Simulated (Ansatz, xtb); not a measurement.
ClGeHNSb: which of two structures lies lower

We compare X, a singlet given by its coordinates, with Y, a singlet given by its coordinates. Both are isolated molecules in the gas phase, relaxed with B3LYP-D3(BJ)/def2-SVP.

X (Å):

```xyz
5

Cl   -0.4122    0.0239    2.7566
Ge   -3.4218    2.3779    2.8293
N    -2.5111    2.3150    1.2697
Sb   -0.7265    2.4138    2.3775
H    -2.6752    2.0932    0.2889
```

Close contacts (Å): Cl1–Sb4 2.44, Ge2–N3 1.81, Ge2–Sb4 2.73, N3–Sb4 2.10, N3–H5 1.02.

Y (Å):

```xyz
5

Cl   -2.9625    3.2061    0.2511
Ge   -2.4512    1.0634    0.8470
N    -1.2566    1.5158    2.3441
Sb   -2.7661    1.5030    3.6250
H    -0.3448    1.9569    2.4794
```

Close contacts (Å): Cl1–Ge2 2.28, Ge2–N3 1.97, Ge2–Sb4 2.83, N3–Sb4 1.98, N3–H5 1.02.

Problem. Which of the two would you expect CCSD(T)/def2-SVP + ΔMP2/def2-TZVPP electronic energies to favour?

Solution. Structure X; the calculation gives E(Y) − E(X) = +0.495 eV.

How the difference moves with the method:

| level | geometry | E(Y) − E(X) (eV) | departure from the last row (eV) | job, with rough time for the two |
| --- | --- | --- | --- | --- |
| GFN2-xTB | GFN2-xTB | −0.129 | −0.624 | optimisation, 0.49 s |
| HF/STO-3G | GFN2-xTB | +1.036 | +0.541 | single point, 3.3 s |
| r2SCAN-D4/def2-SVP | GFN2-xTB | +0.577 | +0.082 | single point, 7.5 s |
| B3LYP-D3(BJ)/def2-SVP | B3LYP-D3(BJ)/def2-SVP | +0.567 | +0.072 | optimisation, 100 s |
| HF/def2-SVP | B3LYP-D3(BJ)/def2-SVP | +0.597 | +0.102 | part of the CCSD(T) run |
| MP2/def2-SVP | B3LYP-D3(BJ)/def2-SVP | +0.578 | +0.083 | part of the CCSD(T) run |
| CCSD(T)/def2-SVP | B3LYP-D3(BJ)/def2-SVP | +0.520 | +0.025 | single point |
| CCSD(T)/def2-SVP + ΔMP2/def2-TZVPP | B3LYP-D3(BJ)/def2-SVP | +0.495 |  | single point, 98 s |

GFN2-xTB puts the two in the other order. The largest departure from CCSD(T)/def2-SVP + ΔMP2/def2-TZVPP is that of GFN2-xTB, 0.624 eV. The last row adds to CCSD(T) the change of the MP2 difference between the two basis sets, here −0.025 eV.

With harmonic frequencies from B3LYP-D3(BJ)/def2-SVP (ideal gas, rigid rotor, one conformer each, 298.15 K, 1 atm): on the last row, ΔE + ΔZPE = +0.486 eV. A mode under 50 cm⁻¹ makes harmonic enthalpies and free energies unreliable, so none is given.

The T1 diagnostic of structure Y is large, so the coupled-cluster value is less sure. The correlated steps freeze 19 core orbitals; the filled d shell of Ge and Sb is correlated, in a basis made for valence electrons. Atoms past krypton carry core potentials in the def2 sets, other sets are all-electron and non-relativistic, and no spin–orbit term is included. Codes used: Ansatz 0.2.0, xtb 6.7.1; the last row on 1 thread of AMD EPYC 7R43 64-Core Processor (Zen 3) on a shared host.
